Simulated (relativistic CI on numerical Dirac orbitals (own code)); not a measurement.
# Level scheme of Yb II

Calculated at this level of theory: Dirac-Coulomb-Breit CI, separate exchange-only KLI orbitals for each configuration, QED by a radiative potential, valence Slater integrals scaled by 0.85, configuration energies shifted to the measured levels that pair with them (semi-empirical) (own radial code, finite nucleus).

Configuration list (outside the closed core [Xe]): 4f¹⁴6s, 4f¹³6s², 4f¹⁴5d, 4f¹³6s5d, 4f¹⁴6p, 4f¹³5d², 4f¹³6s6p, 4f¹³5d6p, 4f¹²6s5d², 4f¹⁴6d, 4f¹⁴7s, 4f¹³6p², 4f¹²6s²5d, 4f¹³5d6d, 4f¹⁴7p, 4f¹³5d5f, 4f¹³6s7s, 4f¹⁴8s, 4f¹⁴5f, 4f¹²6s6p², 4f¹³6s7p, 4f¹³5d7s, 4f¹⁴7d, 4f¹⁴8p, 4f¹³6s6d, 4f¹⁴5g, 4f¹⁴6f, 4f¹³6s5f, 4f¹²6s5d6d, 4f¹³5f6p. Levels of other configurations are missing.

The lowest level is 4f¹⁴6s ²S1/2, with 93 % of that term; Hund's rules for 4f¹⁴6s give ²S with J = 1/2, in agreement.

```csv
No.,Configuration,Term,J,E (cm⁻¹),%,jj configuration (%)
1,4f¹⁴6s,²S,1/2,0.0,93,6s (93)
2,4f¹³6s²,²F°,7/2,21439.9,95,4f7/2^7 (95)
3,4f¹⁴5d,²D,3/2,23353.1,98,5d3/2 (98)
4,4f¹⁴5d,²D,5/2,23945.7,99,5d5/2 (99)
5,4f¹³6s5d‡,⁴P°,5/2,25795.8,91,4f7/2^7 6s 5d3/2 (74)
6,4f¹⁴6p,²P°,1/2,27193.1,83,6p1/2 (83)
7,4f¹³6s5d‡,²P°,3/2,27944.5,42,4f7/2^7 6s 5d3/2 (66)
8,4f¹³6s5d‡,²H°,9/2,29318.8,63,4f7/2^7 6s 5d3/2 (93)
9,4f¹³6s5d‡,⁴H°,11/2,29403.7,68,4f7/2^7 6s 5d3/2 (66)
10,4f¹³6s5d‡,⁴H°,13/2,29813.7,100,4f7/2^7 6s 5d5/2 (100)
11,4f¹⁴6p,²P°,3/2,30276.0,72,6p3/2 (72)
12,4f¹³6s5d‡,⁴D°,7/2,30945.8,73,4f7/2^7 6s 5d3/2 (76)
13,4f¹³6s5d‡,⁴D°,5/2,31335.6,38,4f7/2^7 6s 5d3/2 (56)
14,4f¹³6s²,²F°,5/2,31552.3,91,4f5/2^5 4f7/2^8 (91)
15,4f¹³6s5d‡,²D°,3/2,31835.7,67,4f7/2^7 6s 5d5/2 (79)
16,4f¹³6s5d‡,⁴F°,9/2,32248.1,76,4f7/2^7 6s 5d3/2 (62)
17,4f¹³6s5d‡,⁴G°,7/2,32793.4,26,4f7/2^7 6s 5d3/2 (81)
18,4f¹³6s5d‡,⁴P°,1/2,33067.8,45,4f7/2^7 6s 5d5/2 (53)
19,4f¹³6s5d‡,²H°,11/2,33309.6,76,4f7/2^7 6s 5d5/2 (62)
20,4f¹³6s5d‡,²F°,5/2,33463.8,52,4f7/2^7 6s 5d3/2 (55)
21,4f¹³6s5d‡,⁴P°,3/2,33626.7,39,4f7/2^7 6s 5d5/2 (38)
22,4f¹³6s5d‡,²G°,7/2,33800.5,35,4f7/2^7 6s 5d5/2 (84)
23,4f¹³6s5d‡,²G°,9/2,33807.1,37,4f7/2^7 6s 5d5/2 (78)
24,4f¹³6s5d‡,⁴G°,11/2,34257.4,72,4f7/2^7 6s 5d5/2 (96)
25,4f¹³6s5d‡,²D°,5/2,35471.3,62,4f7/2^7 6s 5d5/2 (80)
26,4f¹³6s5d‡,²F°,7/2,36047.4,68,4f7/2^7 6s 5d5/2 (61)
27,4f¹³6s5d‡,²G°,9/2,36593.8,68,4f7/2^7 6s 5d5/2 (64)
28,4f¹³6s5d‡,⁴P°,1/2,38079.1,51,4f5/2^5 4f7/2^8 6s 5d5/2 (89)
29,4f¹³6s5d‡,⁴H°,7/2,39038.9,80,4f5/2^5 4f7/2^8 6s 5d3/2 (88)
30,4f¹³6s5d‡,⁴H°,9/2,39794.5,53,4f5/2^5 4f7/2^8 6s 5d3/2 (68)
31,4f¹³6s5d‡,⁴D°,3/2,40684.6,53,4f5/2^5 4f7/2^8 6s 5d5/2 (48)
32,4f¹³6s5d‡,²D°,5/2,40814.6,56,4f5/2^5 4f7/2^8 6s 5d3/2 (68)
33,4f¹³6s5d‡,²H°,11/2,41219.2,58,4f5/2^5 4f7/2^8 6s 5d5/2 (98)
34,4f¹³6s5d‡,⁴D°,1/2,41360.9,73,4f5/2^5 4f7/2^8 6s 5d5/2 (84)
35,4f¹³6s5d‡,⁴F°,3/2,41793.8,71,4f5/2^5 4f7/2^8 6s 5d3/2 (52)
36,4f¹³6s5d‡,⁴F°,5/2,42707.4,51,4f5/2^5 4f7/2^8 6s 5d5/2 (72)
37,4f¹³5d²(3F)‡,⁴D°,5/2,42968.7,50,4f7/2^7 5d3/2^2 (58)
38,4f¹³5d²(3F)‡,⁴F°,7/2,43017.9,51,4f7/2^7 5d3/2^2 (44)
39,4f¹³5d²(3F)‡,⁴P°,3/2,43363.5,41,4f7/2^7 5d3/2^2 (69)
40,4f¹³5d²(3F)‡,⁴F°,9/2,43377.1,86,4f7/2^7 5d3/2 5d5/2 (73)
41,4f¹³6s5d‡,⁴G°,5/2,43531.5,87,4f5/2^5 4f7/2^8 6s 5d3/2 (82)
42,4f¹³6s5d‡,²F°,7/2,43629.5,61,4f5/2^5 4f7/2^8 6s 5d3/2 (56)
43,4f¹³6s5d‡,²H°,9/2,43868.0,63,4f5/2^5 4f7/2^8 6s 5d5/2 (65)
44,4f¹³6s5d‡,⁴G°,7/2,44009.6,57,4f5/2^5 4f7/2^8 6s 5d5/2 (77)
45,4f¹³6s6p‡,⁴D,7/2,44339.8,54,4f7/2^7 6s 6p1/2 (91)
46,4f¹³6s5d‡,²D°,3/2,44442.8,62,4f5/2^5 4f7/2^8 6s 5d5/2 (69)
47,4f¹³5d²(3F)‡,²I°,11/2,44530.5,52,4f7/2^7 5d3/2^2 (71)
48,4f¹³5d²(3F)‡,⁴P°,1/2,44558.9,36,4f7/2^7 5d3/2 5d5/2 (99)
49,4f¹³6s5d‡,²G°,9/2,44686.1,49,4f5/2^5 4f7/2^8 6s 5d5/2 (96)
50,4f¹³5d²(3F)‡,⁴I°,13/2,44862.0,68,4f7/2^7 5d3/2 5d5/2 (99)
```

Energies count from the lowest computed level; ° marks odd parity. Percentages are summed over parent terms; the parents shown are those of the largest component, closed shells are left out there. Filled j subshells are mostly left out of the jj labels. The list stops below the first level whose count of f electrons has no measured partner. ‡ marks configurations that were not tied to measured data.

The mean weight of the leading LS term, summed over parents, in these 50 levels is 64 %, and that of the leading jj configuration (from the same eigenvectors) 75 %, so jj coupling describes them better and the LS labels are nominal.

Configurations whose levels could be paired with our table of measured levels were shifted onto them, all but the ground configuration, by the median error of their levels; single terms can still be off by 1,000 to 2,000 cm⁻¹ or more, and rates follow the energies as ν³ (E1, M1) or ν⁵ (E2). The others borrow a shift and can be off by several thousand cm⁻¹ or more. The fine structure of a lone outer electron comes out too small, for d and f at times inverted, and misplaced configurations move strength between like terms. 6 of the 16 excited levels that our extract of the measured tables holds in this range could be paired (the sources list more); they are missed by 177 cm⁻¹ on average and 392 at most, after the shifts were fitted to these levels, and levels without a partner can miss by more.

LS names give the leading component of a level, which can be under half, so a name can repeat, a term be missing and a line seem to break the LS rules.
